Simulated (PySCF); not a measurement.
# Core-level binding energies of (LiH)4 cube

Compound: (LiH)4 cube, Li4H4.
Hydrogens: H2, H4, H6 on Li1; H2, H4, H8 on Li3; H4, H6, H8 on Li5; H2, H6, H8 on Li7.

Computed, not measured: delta-SCF UKS SCAN, pcX-2 on the ionised atom, pcseg-1 elsewhere, spin-free X2C in PySCF 2.14.0. These are vertical core ionisation energies against the vacuum level, from separate self-consistent calculations with and without the core hole.

Task: Give the core binding energies atom by atom.

Result: 
```
        atom(s)            environment  level  binding energy (eV)  count
Li1/Li3/Li5/Li7  lithium bonded to 3 H  Li 1s                61.28      4
```

Task: Which photon energy gives electrons from Li 1s of Li1/Li3/Li5/Li7 a kinetic energy of 50 eV, and what is their de Broglie wavelength?

Result: hν = 61.28 + 50 = 111.28 eV, recoil neglected; λ = 12.264 Å/√(E/eV) = 1.73 Å.

The first atom of each set that the bonding makes equivalent was ionised and stands for the set. Isolated species at its PBE0-D3(BJ)/def2-SVP geometry, gas phase.

Hardware: one thread, Arm Neoverse V2, shared host. Cost: 1.3 s wall.
